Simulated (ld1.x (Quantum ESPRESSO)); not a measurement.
cobalt: one change to an RRKJ potential, before and after

- Element: cobalt (Co)
- Generator: ld1.x (Quantum ESPRESSO) 7.5
- Type: norm-conserving RRKJ (Kleinman–Bylander form)
- Functional: LDA (PZ)
- Relativity: scalar-relativistic
- Frozen core: [Ne]
- Valence charge: 17
- Reference configuration: 3s2 3p6 3d7 4s0 4p0 (charge +2)
- Partial waves: 3p (bound): rc 1.05 bohr; 3d (bound): rc 0.80 bohr; 3s (bound): rc 1.15 bohr
- Local potential: the s channel
- Core correction: a·sin(br)/r model core inside 0.45 bohr
- rho0: 0.02

Change: reference 3s2 3p6 3d7 4s1.75 4p0.25 (4p, 4s counted twice).

Cutoffs: the cutoffs (Ry, on a coarse ladder) from which the occupation-weighted sum of valence levels, in a spherical-Bessel basis at the reference potential, stays within 10 and 1 mRy of its value at 400 Ry; they do not see the model core or the augmentation charge, which bear on the density cutoff. Errors are all-electron minus pseudo energies relative to the spin-unpolarised reference configuration.

What does the change do?

The potential gets neither clearly harder nor softer (230 Ry and 300 Ry → 230 Ry and 300 Ry); the miss of the reference levels goes from 0.00 to 0.56 eV; the range in which the s phases agree widens (upper end -1.5 → -0.1); the range in which the p phases agree widens (upper end 2.0 → 3.4); neither file shows a bound ghost at the reference potential, the only one tested. In the changed file ld1.x takes every shell without a wave as core, so the model core holds the 4p, 4s electrons as well and exchange and correlation see them twice. This cancels in the reference configuration, but the file is broken for other ones, and its errors say nothing about a proper core correction.

| quantity | base | changed |
| --- | --- | --- |
| cutoff, loose | 230 Ry | 230 Ry |
| cutoff, tight | 300 Ry | 300 Ry |
| bound ghosts | none | none |
| largest miss of a reference level, eV | 0.00 | 0.56 |
| largest error over its own tests, meV | +1877 | -3515 |
| s: phases at 1.25 bohr within 0.05 rad from the reference energy up to (Ry; the scan ends near 5) | -1.5 | -0.1 |
| p: phases at 1.25 bohr within 0.05 rad from the reference energy up to (Ry; the scan ends near 5) | 2.0 | 3.4 |
| d: phases at 1.25 bohr within 0.05 rad from the reference energy up to (Ry; the scan ends near 5) | to the end of the scan | to the end of the scan |

Changed file: These tests converged, but a pseudo level misses the all-electron one widely, so the file describes the atom poorly there or has found another state: 3s2 3p6 3d7 4s0 4p0: empty 4s by 2.2 eV.
